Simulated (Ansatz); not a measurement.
CH₃AlClFO (`C[O][Al]([F])[Cl]`), relaxed with RKS PBE-D4/def2-SVP in the Gaussian-basis code of Ansatz from a rough embedded geometry. The force threshold is 0.03 eV/Å; the program also tests the step.

Charge 0, multiplicity 1.

Start:

```xyz
8

C    -0.150    1.204   -0.311
O     0.869    0.296   -0.444
Al    0.404   -1.311    0.387
F     0.859   -1.573    2.123
Cl   -0.566   -2.918   -0.754
H     0.067    2.126   -0.853
H    -0.406    1.415    0.719
H    -1.078    0.762   -0.868
```

Q: How much energy does the relaxation release, and in how many steps? (Best estimate.)

A: The calculation gave: 97.68 kJ/mol, in 12 steps, 1 of them rejected.

Q: Which bonds change most? (Best estimate.)

A: Computed: O2–Al3 from 1.867 to 1.693 Å; Al3–F4 from 1.814 to 1.665 Å; Al3–Cl5 from 2.197 to 2.095 Å; C1–H8 from 1.169 to 1.114 Å.

Q: Give the relaxed structure. (Best estimate.)

A: Computed: 
```xyz
8

C    -0.284    1.235   -0.342
O     0.417    0.304    0.447
Al    0.479   -1.383    0.559
F     1.492   -2.065    1.691
Cl   -0.672   -2.626   -0.673
H     0.430    1.880   -0.901
H    -0.899    1.899    0.304
H    -0.963    0.756   -1.084
```
